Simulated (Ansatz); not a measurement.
`NB(Br)O[SiH3]` + HBr → `NB(Br)Br` + `O[SiH3]` at 400 K and 1 bar (ligand exchange at a B–O bond).

Computed with Ansatz on PBE0-D4/def2-TZVP structures; ΔE is electronic, products minus reactants. CCSD(T)/CBS adds triple-zeta CCSD(T) − MP2 to the extrapolated MP2 energy (def2 sets, frozen cores). For Br outer-core shells are correlated without core-valence functions, which leaves a few kJ/mol of doubt a bond. Scalar relativity is left out up to krypton. One conformer a species, not always the lowest.

```json
{"species": "`NB(Br)O[SiH3]`", "CCSD(T)/CBS energy (Eh)": "-3020.25562", "H − E (kJ/mol)": "198.1", "S (J/(mol·K))": "398.7"}
{"species": "HBr", "CCSD(T)/CBS energy (Eh)": "-2573.91920", "H − E (kJ/mol)": "27.6", "S (J/(mol·K))": "207.2"}
{"species": "`NB(Br)Br`", "CCSD(T)/CBS energy (Eh)": "-5227.46516", "H − E (kJ/mol)": "110.5", "S (J/(mol·K))": "340.6"}
{"species": "`O[SiH3]`", "CCSD(T)/CBS energy (Eh)": "-366.69042", "H − E (kJ/mol)": "120.0", "S (J/(mol·K))": "276.4"}
```

H − E and S are ideal-gas, rigid-rotor, harmonic terms from PBE0-D4/def2-TZVP, for one conformer and one mirror image of each species. 1 Eh = 2625.50 kJ/mol, R = 8.31446 J/(mol·K).

**Question.** By hand: ΔE, ΔH, ΔS and ΔG.

**Answer.** ΔE = (-5227.46516) + (-366.69042) − (-3020.25562) − (-2573.91920) = 0.01924 Eh = 50.5 kJ/mol. Δ(H − E) = 110.5 + 120.0 − 198.1 − 27.6 = 4.8, so ΔH = 55.3 kJ/mol. ΔS = 340.6 + 276.4 − 398.7 − 207.2 = 11.1 J/(mol·K). ΔG = 55.3 − 400 × (11.1)/1000 = 50.9 kJ/mol.

**Question.** By hand: the equilibrium constant, and the temperature at which ΔG would vanish if ΔH and ΔS stayed fixed.

**Answer.** log₁₀ K = −ΔG/(RT ln 10) = -6.6. ΔG = 0 at ΔH/ΔS = 4982 K, far beyond where these terms or the molecules hold.

The number of gas molecules stays the same, so ΔS is small and ΔH decides. A doubt of 5 kJ/mol in ΔE shifts log₁₀ K by 0.7 here. Other conformers and mirror images would add mixing entropy, several J/(mol·K) or more a flexible species. These are equilibria of isolated gas molecules and say nothing of rates. Largest T1 diagnostic: 0.011 (customary marks: 0.02 for closed shells, 0.045 for open ones).
